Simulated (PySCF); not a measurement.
PySCF job for C3H7O, SMILES [CH2]COC, multiplicity 2, PBE-D3(BJ)/def2-SVP. Coordinates come from a PBE-D3(BJ)/def2-SVP optimisation. The isomer is the one that the SMILES or the coordinates give; other isomers of the formula were not compared. One conformer was computed; it need not be the lowest.

```python
import numpy as np
from pyscf import gto, scf, dft, df
from pyscf.hessian import thermo

mol = gto.M(
    atom='''
    C     1.42313535   -0.06909893    0.81491869
    C     0.62616558   -0.57406618   -0.33728895
    O    -0.40634746    0.29785714   -0.75936831
    C    -1.47010659    0.38091183    0.16151233
    H     2.01677449   -0.75620447    1.43714833
    H     1.58080364    1.01559871    0.92506856
    H     1.28174792   -0.70246925   -1.23604228
    H     0.22328482   -1.59747178   -0.11233367
    H    -1.14448475    0.75691776    1.16118310
    H    -2.21753806    1.08429468   -0.25471165
    H    -1.96497440   -0.61000319    0.31978183
    ''',
    basis='def2-SVP',
    charge=0,
    spin=1,
    max_memory=1600,
    verbose=3,
)
mf = dft.UKS(mol, xc='pbe').density_fit(auxbasis='def2-universal-jkfit')
mf.disp = 'd3bj'
mf.grids.level = 3
mf.conv_tol = 1e-11
mf.max_cycle = 100
mf.kernel()
fine, coarse = mf.grids, dft.Grids(mol).set(level=1).build(with_non0tab=True)
for _ in range(3):  # follow internal instabilities
    mf.grids = coarse
    mo, _, stable, _ = mf.stability(return_status=True, nroots=4)
    mf.grids = fine
    if stable:
        break
    mf.kernel(mf.make_rdm1(mo, mf.mo_occ))

# [left out here: the lines that compute and print the analytic Hessian (its translational invariance restored by hand, since the grid's response is missing), thermochemistry and intensities]
```

Log of the run:

```
[...]
Mode                                 6                   7                   8
Irrep
Freq [cm^-1]                      814.8255            900.9462           1012.9988
Reduced mass [au]                   1.6577              2.5826              2.2495
Force const [Dyne/A]                0.6485              1.2351              1.3601
Char temp [K]                    1172.3524           1296.2609           1457.4797
Normal mode                   x     y     z       x     y     z       x     y     z
       0   C                -0.10  0.05 -0.05    0.01  0.00 -0.08   -0.04  0.01 -0.10
       1   C                 0.02  0.06 -0.05   -0.14  0.05  0.09    0.04 -0.05  0.11
       2   O                 0.04 -0.05  0.08    0.01 -0.04  0.06    0.05  0.03 -0.07
       3   C                 0.03 -0.01 -0.00    0.09 -0.02 -0.06   -0.08  0.02  0.06
       4   H                -0.23 -0.30 -0.32   -0.12 -0.06 -0.03   -0.19 -0.21 -0.21
       5   H                 0.23 -0.03  0.26   -0.08  0.00  0.01   -0.02 -0.02  0.07
       6   H                -0.10 -0.23 -0.10    0.04  0.42  0.15    0.29  0.08  0.26
       7   H                 0.04  0.11  0.28    0.04 -0.09 -0.25    0.21 -0.14 -0.01
       8   H                -0.09  0.03  0.02    0.09 -0.01 -0.06   -0.04 -0.02  0.05
       9   H                 0.12  0.01 -0.14    0.11 -0.01 -0.09   -0.15 -0.01  0.13
      10   H                -0.05  0.02 -0.03    0.08 -0.01 -0.05   -0.00 -0.01  0.03
Mode                                 9                  10                  11
Irrep
Freq [cm^-1]                     1071.1405           1118.1072           1133.9937
Reduced mass [au]                   2.2958              1.9540              1.3081
Force const [Dyne/A]                1.5519              1.4393              0.9911
Char temp [K]                    1541.1326           1608.7073           1631.5645
Normal mode                   x     y     z       x     y     z       x     y     z
       0   C                 0.04  0.12  0.06    0.03  0.02  0.02   -0.00  0.01 -0.01
       1   C                -0.07 -0.15 -0.06   -0.08  0.04 -0.06    0.01 -0.01  0.00
       2   O                -0.00  0.03  0.01    0.08 -0.03 -0.05    0.02  0.04  0.03
       3   C                 0.00  0.01 -0.01   -0.04 -0.04  0.11   -0.06 -0.10 -0.06
       4   H                -0.03 -0.08 -0.07    0.02  0.04  0.06   -0.02 -0.01 -0.02
       5   H                 0.28  0.05  0.41    0.03  0.02  0.05    0.01  0.00  0.02
       6   H                -0.03  0.11 -0.06    0.23 -0.08  0.18    0.02 -0.03  0.01
       7   H                 0.04 -0.22 -0.21   -0.29  0.08 -0.23   -0.03  0.01 -0.03
       8   H                 0.02 -0.03 -0.00   -0.19  0.13  0.08    0.45  0.15 -0.32
       9   H                -0.07 -0.02  0.05    0.22  0.02 -0.24    0.12  0.20  0.12
      10   H                 0.06 -0.02 -0.02   -0.24  0.06  0.04   -0.30  0.12  0.49
Mode                                12                  13                  14
Irrep
Freq [cm^-1]                     1177.7528           1243.6298           1319.7133
Reduced mass [au]                   2.3359              1.3120              1.2222
Force const [Dyne/A]                1.9091              1.1956              1.2542
Char temp [K]                    1694.5241           1789.3064           1898.7736
Normal mode                   x     y     z       x     y     z       x     y     z
       0   C                 0.00 -0.01  0.02   -0.01 -0.02  0.01    0.01  0.04  0.02
       1   C                -0.06  0.06 -0.05   -0.05  0.01  0.04    0.08 -0.00  0.08
       2   O                 0.11 -0.08  0.01    0.06  0.02 -0.07    0.01 -0.02 -0.02
       3   C                -0.11  0.07 -0.01   -0.01 -0.04  0.06    0.00  0.00 -0.00
       4   H                 0.04  0.06  0.06    0.05  0.05  0.04   -0.13 -0.24 -0.17
       5   H                 0.00  0.00 -0.02    0.01 -0.01 -0.01   -0.11  0.06 -0.12
       6   H                -0.11 -0.01 -0.08   -0.53  0.21 -0.34   -0.39 -0.04 -0.27
       7   H                 0.02  0.02 -0.01    0.42 -0.16  0.17   -0.40  0.06 -0.50
       8   H                 0.23 -0.19 -0.03   -0.05  0.12  0.00   -0.10 -0.01  0.04
       9   H                -0.31  0.02  0.29    0.15  0.01 -0.13   -0.06 -0.00  0.09
      10   H                 0.26 -0.10  0.05   -0.13  0.02 -0.01   -0.05  0.03  0.06
Mode                                15                  16                  17
Irrep
Freq [cm^-1]                     1376.1429           1380.7917           1399.8050
Reduced mass [au]                   1.2557              1.0921              1.0430
Force const [Dyne/A]                1.4010              1.2268              1.2041
Char temp [K]                    1979.9632           1986.6518           2014.0077
Normal mode                   x     y     z       x     y     z       x     y     z
       0   C                -0.06 -0.03 -0.08    0.03  0.01  0.03    0.00  0.00  0.00
       1   C                 0.03  0.03  0.06   -0.03  0.05  0.00   -0.01  0.00 -0.00
       2   O                -0.01 -0.00 -0.00   -0.03  0.02  0.01   -0.00 -0.01 -0.01
       3   C                 0.01  0.00 -0.00   -0.01  0.00  0.01   -0.01 -0.04 -0.03
       4   H                 0.19  0.46  0.22   -0.07 -0.14 -0.05    0.00 -0.00  0.00
       5   H                 0.35 -0.14  0.40   -0.11  0.05 -0.15    0.00  0.00 -0.01
       6   H                -0.10 -0.23 -0.01   -0.01 -0.61  0.09    0.02 -0.02  0.02
       7   H                -0.01 -0.04 -0.32    0.44 -0.25 -0.36    0.04 -0.02 -0.00
       8   H                -0.03  0.01  0.01    0.15 -0.02 -0.04   -0.42  0.30  0.00
       9   H                -0.03 -0.01  0.04    0.09  0.01 -0.15    0.29  0.52  0.37
      10   H                -0.01  0.01 -0.01    0.11 -0.06 -0.09    0.39 -0.20  0.09
Mode                                18                  19                  20
Irrep
Freq [cm^-1]                     1409.3942           1437.3536           2854.6609
Reduced mass [au]                   1.1388              1.0807              1.0620
Force const [Dyne/A]                1.3328              1.3155              5.0989
Char temp [K]                    2027.8044           2068.0318           4107.2215
Normal mode                   x     y     z       x     y     z       x     y     z
       0   C                 0.01 -0.00  0.01    0.01 -0.00  0.01    0.00 -0.00  0.00
       1   C                -0.04  0.02 -0.02   -0.02  0.01 -0.01    0.01  0.07  0.01
       2   O                 0.02 -0.01  0.00    0.01  0.01 -0.01   -0.00  0.00 -0.00
       3   C                 0.08 -0.02 -0.03    0.03  0.02 -0.06   -0.00 -0.00  0.01
       4   H                -0.00 -0.02  0.00    0.01  0.01  0.02   -0.01  0.01 -0.00
       5   H                -0.03  0.01 -0.05   -0.01  0.00 -0.02    0.01  0.01 -0.00
       6   H                 0.03 -0.13  0.05    0.00 -0.06  0.02    0.24 -0.02 -0.31
       7   H                 0.16 -0.05 -0.02    0.14 -0.05  0.01   -0.33 -0.79  0.18
       8   H                -0.27  0.29 -0.04   -0.36 -0.49  0.29   -0.03 -0.03 -0.09
       9   H                -0.38 -0.17  0.50    0.00 -0.03 -0.05    0.02 -0.03  0.02
      10   H                -0.42  0.21 -0.12   -0.05  0.15  0.64    0.03  0.08 -0.00
Mode                                21                  22                  23
Irrep
Freq [cm^-1]                     2887.8213           2896.6527           2948.2581
Reduced mass [au]                   1.0412              1.0952              1.1015
Force const [Dyne/A]                5.1160              5.4144              5.6409
Char temp [K]                    4154.9319           4167.6383           4241.8870
Normal mode                   x     y     z       x     y     z       x     y     z
       0   C                 0.00 -0.00  0.00   -0.00 -0.00 -0.00   -0.00  0.00 -0.00
       1   C                 0.00  0.01 -0.00    0.05  0.02 -0.06   -0.00 -0.00  0.00
       2   O                 0.00 -0.00 -0.00    0.00  0.00 -0.00   -0.00  0.00  0.00
       3   C                 0.03  0.03 -0.04   -0.00 -0.00  0.00    0.03  0.06  0.05
       4   H                -0.00  0.01 -0.00   -0.01  0.00 -0.01    0.00 -0.01  0.00
       5   H                -0.00 -0.00 -0.00    0.00  0.00 -0.00    0.00  0.01  0.00
       6   H                 0.00  0.00  0.00   -0.51  0.10  0.70    0.00 -0.00 -0.00
       7   H                -0.04 -0.13  0.03   -0.13 -0.34  0.06    0.02  0.03 -0.01
       8   H                 0.16  0.19  0.46   -0.01 -0.02 -0.04   -0.24 -0.25 -0.70
       9   H                -0.17  0.16 -0.09    0.01 -0.01  0.01    0.06 -0.03  0.04
      10   H                -0.34 -0.69  0.09    0.01  0.04 -0.00   -0.22 -0.48  0.08
Mode                                24                  25                  26
Irrep
Freq [cm^-1]                     3062.2711           3077.1948           3196.1876
Reduced mass [au]                   1.0982              1.0518              1.1194
Force const [Dyne/A]                6.0674              5.8683              6.7376
Char temp [K]                    4405.9263           4427.3981           4598.6023
Normal mode                   x     y     z       x     y     z       x     y     z
       0   C                -0.00 -0.00 -0.00   -0.04 -0.02 -0.04    0.02 -0.09  0.03
       1   C                -0.00  0.00  0.00    0.00  0.00  0.00   -0.00 -0.00  0.00
       2   O                 0.00 -0.00 -0.00   -0.00 -0.00 -0.00   -0.00  0.00 -0.00
       3   C                 0.05 -0.05  0.04   -0.00 -0.00 -0.00   -0.00 -0.00  0.00
       4   H                 0.00 -0.00  0.00    0.36 -0.43  0.38   -0.37  0.42 -0.39
       5   H                 0.00  0.00  0.00    0.09  0.69  0.07    0.10  0.64  0.07
       6   H                 0.00  0.00 -0.00   -0.00  0.00  0.00    0.00 -0.00 -0.00
       7   H                -0.00  0.00  0.00   -0.00 -0.00 -0.00    0.01  0.02 -0.00
       8   H                -0.05 -0.08 -0.16    0.00  0.01  0.01   -0.00 -0.00 -0.00
       9   H                -0.61  0.59 -0.35    0.00 -0.00  0.00    0.00 -0.00  0.00
      10   H                 0.07  0.13 -0.01   -0.00 -0.00  0.00    0.00  0.00 -0.00
temperature 298.1500 [K]
pressure 101325.00 [Pa]
Rotational constants [GHz] 16.42114 5.46361 4.74042
Symmetry number 1
Zero-point energy (ZPE) 0.09021 [Eh]   236843.016 [J/mol]
                           tot       elec      trans        rot        vib
Entropy [J/mol/K]       309.019      5.763    159.618    100.999     42.639
Cv [J/mol/K]             79.748      0.000     12.472     12.472     54.804
Cp [J/mol/K]             88.062      0.000     20.786     12.472     54.804
Internal energy [J/mol]                      3718.434   3718.434 244450.381
Internal energy [Eh]   -193.18369  -193.27963
Enthalpy [J/mol]                             6197.391   3718.434 244450.381
Enthalpy [Eh]          -193.18275
Gibbs free energy [J/mol]                  -41392.773 -26394.501 231737.641
Gibbs free energy [Eh] -193.21784
mode   freq/cm-1   IR/(km/mol)
   1      151.04         2.981
   2      201.47         3.173
   3      212.55         1.760
   4      350.52         4.548
   5      448.48        10.900
   6      513.36        33.951
   7      814.83         6.923
   8      900.95        11.630
   9     1013.00        19.777
  10     1071.14         2.778
  11     1118.11        65.822
  12     1133.99         2.596
  13     1177.75        77.090
  14     1243.63        21.806
  15     1319.71        11.434
  16     1376.14         8.191
  17     1380.79         8.700
  18     1399.80         4.697
  19     1409.39         3.476
  20     1437.35         7.741
  21     2854.66        66.765
  22     2887.82        69.542
  23     2896.65        20.770
  24     2948.26        51.718
  25     3062.27        21.910
  26     3077.19         5.514
  27     3196.19         5.740
max |gradient| / (hartree/bohr): 3.52551265331142e-05
APT charges: [-0.1133  0.5236 -0.7234  0.484   0.0246  0.0365 -0.0322 -0.069  -0.0488
 -0.0123 -0.0698]
```

Self-consistency was reached.
